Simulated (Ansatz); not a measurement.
Reaction (substitution at a C–O bond): `COCC=O` + HBr → `O=CCBr` + CH₃OH

Calculated with Ansatz (gas phase, PBE0-D4/def2-TZVP geometries, no zero-point term in ΔE). CCSD(T)/CBS is the MP2 limit (def2-TZVPP, def2-QZVPP) plus CCSD(T) − MP2 in def2-TZVPP, frozen cores. This one scheme is used for every species. DFT in def2-TZVPP. B3LYP here is the variant with VWN-RPA as its local correlation; programs differ in this. HSE06 is defined as in plane-wave codes. For Br outer-core shells are correlated without core-valence functions, which leaves a few kJ/mol of doubt a bond. Scalar relativity is left out up to krypton. Each species was taken in one conformer, which may not be the lowest.

Q: Is it downhill or uphill in electronic energy at CCSD(T)/CBS, and by how much? (Estimate.)

A: The calculation gave: Downhill: ΔE = -19.7 kJ/mol.

Q: What do these levels give: B3LYP-D4, HSE06-D4, B2PLYP, HSE06, BHLYP, LC-ωPBE? (An estimate is asked.)

A: Ansatz gave: B3LYP-D4 -15.5, HSE06-D4 -17.0, B2PLYP -17.8, HSE06 -17.7, BHLYP -13.0, LC-ωPBE -12.2 kJ/mol.

Q: What do rigid-rotor, harmonic-oscillator terms from PBE0-D4/def2-TZVP frequencies (298.15 K, 1 bar) make of the CCSD(T)/CBS value? (Estimate.)

A: Ansatz gave: ΔZPE = +8.3 kJ/mol, ΔH = -12.3 kJ/mol, ΔS = 26 J/(mol·K), ΔG = -20.0 kJ/mol.

Largest T1 diagnostic among the species: 0.013.

Leaving LDA and LC-ωPBE aside and taking each functional with its dispersion term where it has one, the values, not all of them listed here, spread over 10.1 kJ/mol, from revPBE-D4 to CAM-B3LYP-D4. LDA lies +13.9 kJ/mol from PBE without D4. From BLYP to BHLYP (50 % exact exchange), in def2-TZVPP and without D4, ΔE moves by +6.0 kJ/mol. At CCSD(T), def2-SVP lies +27.2 kJ/mol from the extrapolated value and def2-TZVPP +3.7 kJ/mol.
